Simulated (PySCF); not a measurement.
C7H12OSSi.
Atom-mapped SMILES: `[CH3:1][Si:2]([CH3:3])([CH3:4])[O:5][c:6]1[cH:7][cH:8][s:9][cH:10]1`

Geometry (GFN2-xTB, Å), atoms numbered from 1 in this order:
```
atom  x, y, z in Å
C1    -1.1245    1.2583    1.4751
Si2   -1.1312   -0.0588    0.0936
C3    -1.3542    0.7906   -1.6010
C4    -2.4636   -1.3744    0.3931
O5     0.2325   -0.9793    0.1321
C6     1.5403   -0.7053   -0.0076
C7     2.0974    0.5810   -0.2449
C8     3.4482    0.5518   -0.3419
S9     4.0770   -1.0349   -0.1483
C10    2.4974   -1.6744    0.0674
H11   -0.9605    0.8019    2.4476
H12   -2.0708    1.7882    1.5191
H13   -0.3440    2.0009    1.3321
H14   -1.3222    0.0636   -2.4082
H15   -2.3087    1.3037   -1.6616
H16   -0.5783    1.5257   -1.7978
H17   -3.4501   -0.9239    0.3971
H18   -2.4501   -2.1360   -0.3797
H19   -2.3234   -1.8733    1.3465
H20    1.4998    1.4683   -0.3348
H21    4.1204    1.3676   -0.5161
H22    2.3581   -2.7219    0.2373
```

NICS = −σ at a ghost point: NICS(0) at the centroid of the ring atoms, NICS(1) 1 Å to either side along the normal of their mean plane, zz for the tensor component along that normal. Level: GIAO PBE0/pcSseg-1 (PySCF, non-relativistic, gas phase) on the GFN2-xTB geometry, one conformer.

Ring bond lengths (Å), with Mayer bond orders in brackets: C6–C7 1.422 (1.25), C7–C8 1.355 (1.57), C8–S9 1.718 (1.19), S9–C10 1.718 (1.15), C10–C6 1.364 (1.57).

Give the NICS values of each ring in ppm.

```
           ring                                               type  NICS(0)  NICS(1), two faces  NICS(1)zz, two faces  rms pucker (Å)  centre to ring atoms, mean (Å)
C6–C7–C8–S9–C10  5-membered ring with S; formal bonds all aromatic    -13.9       -11.0 / -11.0         -25.0 / -25.0            0.00                            1.28
```

What do they say, and how far can they be read as aromaticity?

- C6–C7–C8–S9–C10: mean NICS(1)zz -25.0 ppm, shielded. The ring is flat and has no four-coordinate atom; by the NICS criterion it is aromatic.

How equal are the bonds by HOMA? HOMA = 1 − mean of α(R − Ropt)² over the ring bonds, with Krygowski's 1993 parameters (CC: Ropt 1.388 Å, α 257.7 Å⁻²; CS: Ropt 1.677 Å, α 94.09 Å⁻²).

- C6–C7–C8–S9–C10: HOMA 0.79; the largest term is that of C6–C7, α(R − Ropt)² = 0.29. The geometric and the magnetic index point the same way.

At the second NICS(1) probe listed for ring C6–C7–C8–S9–C10, 1 Å off the ring, what do the in-plane components average?

The isotropic value is a third of the trace: (3 × -11.0 − (-25.0))/2 = -4.0 ppm.

List the ring angles and the Hirshfeld charges of the ring atoms.

- C6–C7–C8–S9–C10: C6 112.2° (+0.054 e), C7 112.5° (-0.089 e), C8 112.1° (-0.085 e), S9 91.2° (+0.097 e), C10 111.9° (-0.117 e); sum 540.0° against 540° for a flat convex ring.
